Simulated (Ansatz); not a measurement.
Molecule: sum formula H9Si3NO, net charge 0, singlet state. 
Geometry from a B3LYP-D3(BJ)/def2-TZVP (Ansatz, a first-principles code) optimisation:
```xyz
14

Si    -0.0666     0.1478    -0.9932
N     -1.4849     0.6675    -0.1787
Si    -2.6356    -0.2945     0.6896
O      1.2075    -0.0172     0.0208
Si     2.8036    -0.1336     0.3476
H     -0.3411    -1.1708    -1.5974
H      0.2827     1.1633    -2.0112
H     -1.5911     1.6697    -0.0922
H     -4.0198    -0.0034     0.2440
H     -2.3065    -1.7098     0.4143
H     -2.5799    -0.0547     2.1528
H      3.0111     0.1214     1.7896
H      3.5634     0.8641    -0.4430
H      3.2963    -1.4897     0.0120
```

Parts of the frozen-core correlation energy in cc-pV(D+d)Z (Ansatz, hartree). Frozen orbitals: 17; correlated occupied orbitals by spin: 16 and 16; virtual: 109 and 109. No spin-orbit coupling. No relativistic terms.

```json
[
 {"term": "reference (HF)", "value": "-1001.50794"},
 {"term": "MP2 opposite-spin", "value": "-0.51434"},
 {"term": "MP2 same-spin", "value": "-0.13927"},
 {"term": "CCSD correlation", "value": "-0.72373"},
 {"term": "(T)", "value": "-0.01698"},
 {"term": "T1 diagnostic", "value": "0.012"},
 {"term": "largest doubles amplitude", "value": "0.014"}
]
```
